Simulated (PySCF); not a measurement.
**Spin-rotation constants: SMILES CCC(C)(C)[SiH2]F, C5H13FSi**

Cartesian coordinates in Å; atom numbers follow the order of the lines, from 1:
```xyz
20

C    -1.657   -1.383   -0.079
C    -1.159    0.008   -0.451
C     0.249    0.363    0.057
C     0.584    1.765   -0.473
C     0.265    0.418    1.587
Si    1.575   -0.870   -0.568
F     1.316   -1.124   -2.141
H    -1.689   -1.519    1.000
H    -1.018   -2.151   -0.509
H    -2.664   -1.528   -0.465
H    -1.864    0.750   -0.060
H    -1.166    0.096   -1.540
H     0.600    1.775   -1.561
H     1.556    2.097   -0.113
H    -0.163    2.484   -0.139
H     1.232    0.766    1.944
H    -0.499    1.106    1.949
H     0.081   -0.559    2.024
H     2.910   -0.292   -0.507
H     1.505   -2.191    0.040
```

The calculation used PySCF 2.14.0, GIAO BHandHLYP/pcSseg-1 magnetisability, rotational g tensor and spin-rotation constants, non-relativistic, gas phase. Geometry: GFN2-xTB.

(1) Give the nuclear spin-rotation constants along the inertial axes (H = +C I·J) beside the isotropic shieldings.

(2) How do the rotational constants and the g tensor change when H8, H9, H10, H11, H12, H13, H14, H15, H16, H17, H18, H19, H20 are replaced by deuterium?

## Answers

(1) Rotational constants 2.3220, 1.7465, 1.4031 GHz. A star marks the isotopologue with that one atom substituted, in its own axes.
| atom | isotope | Caa (kHz) | Cbb (kHz) | Ccc (kHz) | mean (kHz) | σ (ppm) |
| --- | --- | --- | --- | --- | --- | --- |
| F7 | 19F | 0.570 | 0.657 | 0.620 | 0.616 | 410.7 |
| H8 | 1H | -0.149 | -0.191 | -0.036 | -0.125 | 30.8 |
| H9 | 1H | -0.006 | -0.162 | -0.149 | -0.106 | 30.8 |
| H10 | 1H | -0.213 | -0.053 | -0.107 | -0.124 | 30.7 |
| H11 | 1H | 0.028 | -0.194 | -0.143 | -0.103 | 30.9 |
| H12 | 1H | -0.150 | -0.185 | -0.020 | -0.118 | 30.1 |
| H13 | 1H | -0.148 | -0.182 | -0.038 | -0.123 | 30.5 |
| H14 | 1H | -0.245 | -0.012 | -0.126 | -0.128 | 30.9 |
| H15 | 1H | 0.009 | -0.200 | -0.133 | -0.108 | 31.0 |
| H16 | 1H | -0.234 | -0.015 | -0.142 | -0.131 | 31.2 |
| H17 | 1H | 0.016 | -0.211 | -0.139 | -0.111 | 31.4 |
| H18 | 1H | -0.240 | -0.099 | -0.057 | -0.132 | 30.7 |
| H19 | 1H | -0.142 | 0.034 | -0.132 | -0.080 | 27.4 |
| H20 | 1H | -0.212 | -0.071 | 0.001 | -0.094 | 27.1 |
| C1 | 13C* | 0.319 | 0.233 | 0.189 | 0.247 | 172.8 |
| C2 | 13C* | 0.411 | 0.271 | 0.253 | 0.312 | 149.8 |
| C3 | 13C* | 0.359 | 0.256 | 0.225 | 0.280 | 161.1 |
| C4 | 13C* | 0.414 | 0.252 | 0.218 | 0.295 | 156.9 |
| Si6 | 29Si* | -1.408 | -1.139 | -0.895 | -1.147 | 349.4 |

For the geometry as given, no vibrational averaging.

(2) Constants 1.8266, 1.4873, 1.1872 GHz; g -0.0107, -0.0076, -0.0067, against -0.0132, -0.0089, -0.0078 before.
